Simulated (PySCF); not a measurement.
Dy⁺ (dysprosium, charge +1) across methods

[Xe] 4f9 6s1 6p1, one real determinant (an excited configuration). All numbers are calculated (PySCF 2.14, scalar relativity by spin-free X2C-1e, in x2c-TZVPPall with one added diffuse shell each of s, p, d, f type (12s8p8d5f2g, 129 functions)).

| method | E (hartree) | mean ε 4f β (eV) | mean ε 6s α (eV) | mean ε 6p α (eV) | Σ⟨r²⟩ (bohr²) | ⟨S²⟩ |
| --- | --- | --- | --- | --- | --- | --- |
| r2SCAN | -12156.49 | -16.910 | -11.448 | -7.528 | 66.97 | 15.754 |
| UHF | -12152.12396 | -27.170 | -14.193 | -9.896 | 69.04 | 15.755 |
| LDA | -12147.70 | -17.197 | -11.788 | -7.616 | 67.41 | 15.752 |
| PBE0 | -12156.13 | -19.907 | -12.272 | -8.235 | 67.67 | 15.753 |
| PBE | -12156.24 | -17.254 | -11.581 | -7.647 | 67.70 | 15.752 |

⟨L²⟩ = 27.05 against 42 for a pure I term, so this real determinant mixes terms. Spin-orbit coupling, absent here, splits the open shell strongly.
